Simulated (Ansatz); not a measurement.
C5H4Cl3F3O2Ti, SMILES `CC1=CC(C(F)(F)F)=[O+][Ti-]([Cl])([Cl])([Cl])[O]1`. Total charge 0; spin multiplicity 1. All single points use the PBE0-D4/def2-TZVP geometry.

```xyz
18

C     0.810    2.130    1.541
C     0.487    0.943    0.707
C    -0.810    0.661    0.305
C    -1.051   -0.460   -0.481
C    -2.479   -0.782   -0.945
F    -2.542   -0.746   -2.272
F    -2.828   -1.996   -0.536
F    -3.365    0.091   -0.463
O    -0.190   -1.275   -0.878
Ti    1.843   -1.402   -0.606
Cl    1.490   -3.373    0.274
Cl    3.988   -1.206   -0.099
Cl    2.028   -1.367   -2.785
O     1.486    0.208    0.387
H     1.301    1.798    2.459
H     1.529    2.756    1.006
H    -0.076    2.713    1.786
H    -1.623    1.305    0.597
```

Question: What is the dipole moment at B3LYP/def2-TZVPP? (Best estimate.)

Answer: Computed: 5.94 D, with components (-2.22, 4.77, 2.77) D in this frame, pointing from negative to positive charge.

Question: And with PBE, r2SCAN, ωB97M-V? (An estimate is asked.)

Answer: The calculation gave: PBE 5.73 D, r2SCAN 5.97 D, ωB97M-V 5.96 D.

Question: Give the Mulliken charges with B3LYP, ωB97M-V, PBE in def2-TZVPP. (Best estimate.)

Answer: Ansatz gave: 
```tsv
atom	B3LYP	ωB97M-V	PBE
C1	-0.22	-0.26	-0.22
C2	0.39	0.39	0.35
C3	-0.32	-0.30	-0.30
C4	0.29	0.30	0.26
C5	0.52	0.49	0.40
F6	-0.15	-0.14	-0.11
F7	-0.15	-0.14	-0.11
F8	-0.17	-0.16	-0.13
O9	-0.25	-0.24	-0.18
Ti10	0.49	0.29	0.33
Cl11	-0.18	-0.13	-0.15
Cl12	-0.19	-0.14	-0.16
Cl13	-0.18	-0.13	-0.15
O14	-0.35	-0.34	-0.27
H15	0.12	0.14	0.12
H16	0.12	0.14	0.12
H17	0.09	0.11	0.09
H18	0.14	0.12	0.11
```

B3LYP here is the variant with VWN-RPA as its local correlation; programs differ in this.
